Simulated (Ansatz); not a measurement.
C3H8AlN at its PBE0-D4/def2-TZVP geometry, where that method's forces vanish. Charge 0, multiplicity 1. The bonds changed during the relaxation, so this is another structure than the one it started from.

```xyz
13

N     1.1152   -0.7763    0.6229
C     0.8488    0.6478    0.2032
C    -0.6546    0.8520    0.3801
C    -1.3674   -0.1196   -0.6113
Al    0.4283   -0.5968   -1.2439
H     2.1048   -0.9752    0.6870
H     0.6525   -1.0764    1.4783
H     1.5090    1.3729    0.6704
H    -0.8887    1.8904    0.1356
H    -0.9801    0.6891    1.4219
H    -1.9495   -0.9003   -0.1167
H    -2.0406    0.4142   -1.2826
H     1.2222   -1.4218   -2.3448
```

What forces (eV/Å) does ωB97M-V/def2-TZVPP give on these atoms in Ansatz 0.2.0? (Estimate.)

Ansatz gave: 
```
N1   0.055 -0.268  0.167
C2   0.160  0.274 -0.120
C3  -0.141  0.163  0.200
C4  -0.096 -0.103 -0.126
Al5  0.041 -0.076 -0.127
H6  -0.047  0.004  0.022
H7   0.040  0.029 -0.055
H8  -0.064 -0.070 -0.024
H9   0.015 -0.080  0.016
H10  0.034  0.007 -0.088
H11  0.046  0.058 -0.029
H12  0.043 -0.034  0.053
H13 -0.088  0.096  0.112
```
